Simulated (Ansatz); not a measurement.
Reaction (ligand exchange at a Ge–N bond): `C[N](C)[Ge][OH]` + HBr → `[OH][Ge][Br]` + `CNC`

Calculated with Ansatz (gas phase, PBE0-D4/def2-TZVP geometries, no zero-point term in ΔE). CBS: MP2 limit from def2 TZ/QZ plus the TZ coupled-cluster correction, frozen cores. DFT in def2-TZVPP. B3LYP here is the variant with VWN-RPA as its local correlation; programs differ in this. For Br, Ge outer-core shells are correlated without core-valence functions, which leaves a few kJ/mol of doubt a bond. Scalar relativity is left out up to krypton. Each species was taken in one conformer, which may not be the lowest.

`C[N](C)[Ge][OH]`:

```xyz
12

C    -0.650    0.526   -0.735
N     0.204   -0.107    0.231
C     1.214    0.783    0.750
Ge    0.186   -1.835    0.867
O    -1.162   -2.559   -0.067
H    -0.087    0.856   -1.619
H    -1.439   -0.145   -1.080
H    -1.143    1.411   -0.310
H     1.838    0.263    1.483
H     0.768    1.656    1.245
H     1.872    1.157   -0.047
H    -1.601   -2.006   -0.719
```

HBr:

Cartesian coordinates in Å:
```
Br -0.170 0.212 -0.656
H 0.170 -0.212 0.656
```

`[OH][Ge][Br]`:

Cartesian coordinates in Å:
```
O 0.944 -0.087 0.715
Ge -0.039 -1.171 -0.284
Br -1.582 0.420 -1.138
H 0.676 0.838 0.707
```

`CNC`:

Cartesian coordinates in Å:
```
C 0.766 -0.665 0.657
N 0.472 0.517 -0.120
C -0.826 0.462 -0.751
H 1.730 -0.552 1.158
H 0.840 -1.530 -0.009
H 0.004 -0.902 1.420
H 0.534 1.338 0.467
H -0.837 -0.342 -1.493
H -1.025 1.398 -1.278
H -1.658 0.275 -0.050
```

```csv
level,ΔE (kJ/mol),difference from CCSD(T)/CBS
PBE,-81.3,-13.1
r2SCAN,-76.7,-8.5
B3LYP,-85.7,-17.5
BHLYP,-88.2,-20.0
LC-ωPBE,-75.3,-7.1
MP2/def2-SVP,-57.8,10.4
SCS-MP2/def2-TZVPP,-65.2,3.0
CCSD(T)/def2-TZVPP,-63.0,5.2
MP2/def2-QZVPP,-64.2,4.0
CCSD/CBS(def2),-72.8,-4.6
CCSD(T)/CBS,-68.2,0
```

Largest T1 diagnostic among the species: 0.014.

From BLYP to BHLYP (50 % exact exchange), in def2-TZVPP and without D4, ΔE moves by −3.1 kJ/mol. Leaving LDA and LC-ωPBE aside and taking each functional with its dispersion term where it has one, the values, not all of them listed here, spread over 9.3 kJ/mol, from BHLYP-D4 to revPBE-D4. LDA lies +19.1 kJ/mol from PBE without D4. In def2-TZVPP, CCSD(T) changes the Hartree–Fock value by +35.4 kJ/mol (the triples alone add +4.6 kJ/mol) and MP2 by +36.9 kJ/mol.
